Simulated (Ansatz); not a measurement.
GeH$_{5}$OSi (`[SiH3][O][GeH2]`) radical. The species carries charge 0 and has multiplicity 2. All single points use the PBE0-D4/def2-TZVP geometry.

```xyz
8

Si    0.398   -1.171   -0.490
O    -0.035    0.408   -0.541
Ge   -0.936    1.498    0.535
H    -0.712   -2.036   -0.971
H     0.744   -1.579    0.900
H     1.580   -1.354   -1.368
H    -0.362    1.321    1.968
H    -0.677    2.914   -0.032
```

Question: What is the dipole moment at B3LYP/def2-TZVPP? (An estimate is asked.)

Answer: Ansatz gave: 0.96 D, with components (-0.53, 0.39, 0.70) D in this frame, pointing from negative to positive charge.

Question: And with PBE, r2SCAN, ωB97M-V? (Best estimate.)

Answer: The calculation gave: PBE 0.83 D, r2SCAN 0.92 D, ωB97M-V 1.08 D.

Question: Give the Mulliken charges with B3LYP, r2SCAN, PBE in def2-TZVPP. (Best estimate.)

Answer: Computed: 
| atom | B3LYP | r2SCAN | PBE |
| --- | --- | --- | --- |
| Si1 | 0.43 | 0.47 | 0.36 |
| O2 | -0.46 | -0.48 | -0.38 |
| Ge3 | 0.27 | 0.29 | 0.23 |
| H4 | -0.08 | -0.09 | -0.07 |
| H5 | -0.08 | -0.08 | -0.07 |
| H6 | -0.07 | -0.08 | -0.06 |
| H7 | -0.01 | -0.01 | -0.01 |
| H8 | 0.00 | -0.01 | 0.00 |

B3LYP here is the variant with VWN-RPA as its local correlation; programs differ in this.
